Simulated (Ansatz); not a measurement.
The same path of AlFH3NSi (7 atoms, charge 0, multiplicity 1) was run 3 times with different band settings. Lost on the way: Si2–H5. Made: F1–Al4, N3–H5.

Level of theory: Ansatz, RKS PBE0/def2-SVP.

Relaxed end points:

```xyz
7
Properties=species:S:1:pos:R:3
F -1.361 -1.871 0.241
Si -0.283 -0.874 -0.479
N 0.626 0.145 0.619
Al -0.302 1.414 -0.256
H 0.505 -1.796 -1.350
H 1.300 -0.074 1.348
H -0.425 2.988 -0.169
```

```xyz
7
Properties=species:S:1:pos:R:3
F -1.512 -0.275 0.769
Si -0.788 -1.447 -0.646
N 0.808 -0.433 0.010
Al -0.628 0.857 -0.413
H 1.592 -0.479 -0.643
H 1.158 -0.689 0.936
H -0.570 2.397 -0.059
```

Common settings: movable images 7; climbing image yes; start path through a guess of the saddle point; force threshold 0.05 eV/Å; iteration limit 60; end points relaxed.

| run | spring | optimiser | largest step |
| --- | --- | --- | --- |
| 1 | 5.0 eV/Å² | quadratic models (default) | default |
| 2 | 50.0 eV/Å² | quadratic models (default) | default |
| 3 | 5.0 eV/Å² | fire | 0.5 Å |

(1) What does each run give, and how far can it be trusted?

Answers

(1) Run 1: converged after 15 iterations, highest image 2.640 eV above the first end. Neighbouring images differ by up to 1.3 eV, so the band resolves the path poorly. A vibrational analysis at the climbing image gives one clearly imaginary mode, 1487i cm⁻¹: a first-order saddle point.
Run 2: converged after 11 iterations, highest image 2.640 eV above the first end. Neighbouring images differ by up to 1.3 eV, so the band resolves the path poorly. Another band between the same ends (7 images) ends at a top of the same energy, where a vibrational analysis finds 1 clearly imaginary mode.
Run 3: converged after 55 iterations, highest image 2.642 eV above the first end. Neighbouring images differ by up to 1.3 eV, so the band resolves the path poorly. Another band between the same ends (7 images) ends at a top of the same energy, where a vibrational analysis finds 1 clearly imaginary mode.
The orbitals stay closed-shell, which can raise the energy where a bond breaks towards radicals; this wasn't checked here.
